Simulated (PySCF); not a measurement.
Isomers of C2H10F3PSi3.

All values: PBE0/pcSseg-1 (PySCF) at GFN2-xTB geometries, gas phase, one conformer each.

**Question.** Rank by the highest IAO charge on any atom, lowest value first.
A. `[F:1][C:2]([F:3])([F:4])[CH2:5][SiH2:6][P:7]([SiH3:8])[SiH3:9]` with C2–C5–Si6–P7 -179°, C5–Si6–P7–Si8 -179°
B. `[F:1][SiH2:2][C:3]([F:4])([F:5])[CH2:6][SiH2:7][PH:8][SiH3:9]` with F1–Si2–C3–F4 -165°, Si2–C3–C6–Si7 179°, C3–C6–Si7–P8 172°, C6–Si7–P8–Si9 173°
C. `[F:1][C:2]([F:3])([F:4])[SiH2:5][CH2:6][SiH2:7][PH:8][SiH3:9]` with C2–Si5–C6–Si7 -57°, Si5–C6–Si7–P8 -165°, C6–Si7–P8–Si9 -172°

**Answer.** C (+0.744 e), A (+0.809 e), B (+1.085 e).

**Question.** Rank by dipole moment, lowest first.
A. `[F:1][C:2]([F:3])([F:4])[CH2:5][SiH2:6][PH:7][SiH2:8][SiH3:9]` with C2–C5–Si6–P7 175°, C5–Si6–P7–Si8 171°, Si6–P7–Si8–Si9 74°
B. `[F:1][SiH2:2][C:3]([F:4])([F:5])[CH2:6][SiH2:7][PH:8][SiH3:9]` with F1–Si2–C3–F4 -165°, Si2–C3–C6–Si7 179°, C3–C6–Si7–P8 172°, C6–Si7–P8–Si9 173°
C. `[F:1][C:2]([F:3])([F:4])[SiH2:5][CH2:6][SiH2:7][PH:8][SiH3:9]` with C2–Si5–C6–Si7 -57°, Si5–C6–Si7–P8 -165°, C6–Si7–P8–Si9 -172°

**Answer.** B (0.67 D), C (1.87 D), A (2.38 D).

All values together:

```tsv
SMILES	μ (D)	HOMO (eV)	LUMO (eV)	lowest IAO charge (e)	highest IAO charge (e)	lowest Hirshfeld charge (e)	highest Hirshfeld charge (e)
FC(F)(F)C[SiH2]P[SiH2][SiH3]	2.38	-7.56	-0.48	-0.583 (C)	+0.809 (C)	-0.184 (C)	+0.271 (Si)
FC(F)(F)[SiH2]C[SiH2]P[SiH3]	1.87	-7.40	-0.22	-0.820 (C)	+0.744 (Si)	-0.246 (C)	+0.337 (Si)
FC(F)(F)C[SiH2]P([SiH3])[SiH3]	2.43	-7.36	-0.32	-0.583 (C)	+0.809 (C)	-0.184 (C)	+0.271 (Si)
F[SiH2]C(F)(F)C[SiH2]P[SiH3]	0.67	-7.38	-0.30	-0.561 (C)	+1.085 (Si)	-0.198 (F)	+0.432 (Si)
```

Conformers: `[F:1][C:2]([F:3])([F:4])[CH2:5][SiH2:6][PH:7][SiH2:8][SiH3:9]` with C2–C5–Si6–P7 175°, C5–Si6–P7–Si8 171°, Si6–P7–Si8–Si9 74°; `[F:1][C:2]([F:3])([F:4])[SiH2:5][CH2:6][SiH2:7][PH:8][SiH3:9]` with C2–Si5–C6–Si7 -57°, Si5–C6–Si7–P8 -165°, C6–Si7–P8–Si9 -172°; `[F:1][C:2]([F:3])([F:4])[CH2:5][SiH2:6][P:7]([SiH3:8])[SiH3:9]` with C2–C5–Si6–P7 -179°, C5–Si6–P7–Si8 -179°; `[F:1][SiH2:2][C:3]([F:4])([F:5])[CH2:6][SiH2:7][PH:8][SiH3:9]` with F1–Si2–C3–F4 -165°, Si2–C3–C6–Si7 179°, C3–C6–Si7–P8 172°, C6–Si7–P8–Si9 173°.
